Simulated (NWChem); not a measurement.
System meant: Sr

Input file for NWChem:

```
start job
memory heap 200 mb stack 900 mb global 1100 mb
geometry units angstroms noautoz
  Sr     0.000000     0.000000     0.000000
end
basis spherical
  * library def2-svp
end
dft
  xc b3lyp
  iterations 150
  mulliken
end
task dft energy
```

End of the output:

```
             Grid Information
             ----------------
          Grid used for XC integration:  medium
          Radial quadrature: Mura-Knowles
          Angular quadrature: Lebedev.
          Tag              B.-S. Rad. Rad. Pts. Rad. Cut. Ang. Pts.
          ---              ---------- --------- --------- ---------
          Sr                  2.00      123          10.0       590
          Grid pruning is: on
          Number of quadrature shells:   123
          Spatial weights used:  Erf1

          Convergence Information
          -----------------------
          Convergence aids based upon iterative change in
          total energy or number of iterations.
          Levelshifting, if invoked, occurs when the
          HOMO/LUMO gap drops below (HL_TOL):  1.00D-02
          DIIS, if invoked, will attempt to extrapolate
          using up to (NFOCK): 10 stored Fock matrices.

                    Damping( 0%)  Levelshifting(0.5)       DIIS
                  --------------- ------------------- ---------------
          dE  on:    start            ASAP                start
          dE off:    2 iters        150 iters           150 iters

      Screening Tolerance Information
      -------------------------------
          Density screening/tol_rho:  1.00D-10
          AO Gaussian exp screening on grid/accAOfunc:  14
          CD Gaussian exp screening on grid/accCDfunc:  20
          XC Gaussian exp screening on grid/accXCfunc:  20
          Schwarz screening/accCoul:  1.00D-08

      Superposition of Atomic Density Guess
      -------------------------------------

      charge =      38.0 Sr (Strontium)

      symmetry species            s     p     d     f
      number of basis functions = 6     6     5
      number of cont. functions = 4     3     2
      number of closed shells   = 5     3     1
      number of open shells     = 0     0     0
      open shell occupation     = 0     0     0
 ------------------------------------------------------------------------
 atomscf:atomd: error in atom scf                   0
 ------------------------------------------------------------------------
 ------------------------------------------------------------------------
  current input line :
    14: task dft energy
 ------------------------------------------------------------------------
 ------------------------------------------------------------------------
 This error has not yet been assigned to a category
 ------------------------------------------------------------------------
 For more information see the NWChem manual at https://nwchemgit.github.io

0:atomscf:atomd: error in atom scf:Received an Error in Communication
```

Q: Can this run be used? If not, why, and what is the fix?

A: The program stopped with an error. Cause: the def2 basis of a heavy element holds valence functions alone and wants its effective core potential (without it all electrons must fit into that basis). This input runs:
```
start job
memory heap 200 mb stack 900 mb global 1100 mb
geometry units angstroms noautoz
  Sr     0.000000     0.000000     0.000000
end
basis spherical
  * library def2-svp
end
ecp
  Sr library def2-ecp
end
dft
  xc b3lyp
  iterations 150
  mulliken
end
task dft energy
```
It converges to -30.69335 Ha (B3LYP/def2-SVP with def2 effective core potentials on Sr).
